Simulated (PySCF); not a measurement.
# wB97M-V on Os⁺ (osmium, charge +1)

Configuration: [Xe] 4f14 5d7, high-spin 4F determinant (an excited configuration). All numbers are calculated (PySCF 2.14, scalar relativity by spin-free X2C-1e, in x2c-TZVPPall with one added diffuse shell each of s, p, d, f type (12s8p8d4f1g, 113 functions)).

```json
{
  "Total energy": "-17254.08 hartree",
  "One-electron energy": "-23645.94 hartree",
  "Hartree (Coulomb) energy": "6735.51 hartree",
  "Exchange-correlation energy": "-343.65 hartree",
  "⟨S²⟩": "3.7535",
  "⟨L²⟩": "12.013",
  "Sum of ⟨r⟩": "41.92 bohr",
  "Sum of ⟨r²⟩": "49.80 bohr²",
  "Langevin diamagnetic susceptibility": "-39.4 ×10⁻⁶ cm³/mol",
  "Time after the integrals": "roughly 28 core-seconds"
}
```

```json
{"shell": "1s β", "electrons": "1", "mean orbital energy (hartree)": "-2711.37514", "spread (hartree)": "0", "rms radius, mean of both spins (bohr)": "0.0201"}
{"shell": "1s α", "electrons": "1", "mean orbital energy (hartree)": "-2711.37491", "spread (hartree)": "0", "rms radius, mean of both spins (bohr)": "0.0201"}
{"shell": "2s α", "electrons": "1", "mean orbital energy (hartree)": "-474.04505", "spread (hartree)": "0", "rms radius, mean of both spins (bohr)": "0.0810"}
{"shell": "2s β", "electrons": "1", "mean orbital energy (hartree)": "-474.03667", "spread (hartree)": "0", "rms radius, mean of both spins (bohr)": "0.0810"}
{"shell": "2p α", "electrons": "3", "mean orbital energy (hartree)": "-414.17648", "spread (hartree)": "0", "rms radius, mean of both spins (bohr)": "0.0739"}
{"shell": "2p β", "electrons": "3", "mean orbital energy (hartree)": "-414.16955", "spread (hartree)": "0", "rms radius, mean of both spins (bohr)": "0.0739"}
{"shell": "3s α", "electrons": "1", "mean orbital energy (hartree)": "-111.23458", "spread (hartree)": "0", "rms radius, mean of both spins (bohr)": "0.207"}
{"shell": "3s β", "electrons": "1", "mean orbital energy (hartree)": "-111.23305", "spread (hartree)": "0", "rms radius, mean of both spins (bohr)": "0.207"}
{"shell": "3p α", "electrons": "3", "mean orbital energy (hartree)": "-93.47344", "spread (hartree)": "0", "rms radius, mean of both spins (bohr)": "0.209"}
{"shell": "3p β", "electrons": "3", "mean orbital energy (hartree)": "-93.47124", "spread (hartree)": "0", "rms radius, mean of both spins (bohr)": "0.209"}
{"shell": "3d α", "electrons": "5", "mean orbital energy (hartree)": "-72.92718", "spread (hartree)": "0.00280", "rms radius, mean of both spins (bohr)": "0.191"}
{"shell": "3d β", "electrons": "5", "mean orbital energy (hartree)": "-72.92130", "spread (hartree)": "0.00309", "rms radius, mean of both spins (bohr)": "0.191"}
{"shell": "4s α", "electrons": "1", "mean orbital energy (hartree)": "-24.04958", "spread (hartree)": "0", "rms radius, mean of both spins (bohr)": "0.459"}
{"shell": "4s β", "electrons": "1", "mean orbital energy (hartree)": "-24.04219", "spread (hartree)": "0", "rms radius, mean of both spins (bohr)": "0.459"}
{"shell": "4p α", "electrons": "3", "mean orbital energy (hartree)": "-18.16065", "spread (hartree)": "0", "rms radius, mean of both spins (bohr)": "0.488"}
{"shell": "4p β", "electrons": "3", "mean orbital energy (hartree)": "-18.15379", "spread (hartree)": "0", "rms radius, mean of both spins (bohr)": "0.488"}
{"shell": "4d α", "electrons": "5", "mean orbital energy (hartree)": "-10.64354", "spread (hartree)": "0.00755", "rms radius, mean of both spins (bohr)": "0.526"}
{"shell": "4d β", "electrons": "5", "mean orbital energy (hartree)": "-10.63474", "spread (hartree)": "0.00137", "rms radius, mean of both spins (bohr)": "0.526"}
{"shell": "5s α", "electrons": "1", "mean orbital energy (hartree)": "-3.81921", "spread (hartree)": "0", "rms radius, mean of both spins (bohr)": "1.07"}
{"shell": "5s β", "electrons": "1", "mean orbital energy (hartree)": "-3.75982", "spread (hartree)": "0", "rms radius, mean of both spins (bohr)": "1.07"}
{"shell": "4f α", "electrons": "7", "mean orbital energy (hartree)": "-2.37190", "spread (hartree)": "0.01027", "rms radius, mean of both spins (bohr)": "0.621"}
{"shell": "4f β", "electrons": "7", "mean orbital energy (hartree)": "-2.35964", "spread (hartree)": "0.00031", "rms radius, mean of both spins (bohr)": "0.621"}
{"shell": "5p α", "electrons": "3", "mean orbital energy (hartree)": "-2.32037", "spread (hartree)": "0", "rms radius, mean of both spins (bohr)": "1.25"}
{"shell": "5p β", "electrons": "3", "mean orbital energy (hartree)": "-2.23351", "spread (hartree)": "0", "rms radius, mean of both spins (bohr)": "1.25"}
{"shell": "5d α", "electrons": "5", "mean orbital energy (hartree)": "-0.61624", "spread (hartree)": "0.02085", "rms radius, mean of both spins (bohr)": "1.98"}
{"shell": "5d β", "electrons": "2", "mean orbital energy (hartree)": "-0.55894", "spread (hartree)": "0", "rms radius, mean of both spins (bohr)": "1.98"}
```

Spin-orbit coupling, absent here, splits the open shell strongly.

Densities and radii are taken from the X2C orbitals without a picture-change correction, which distorts them close to the nucleus.
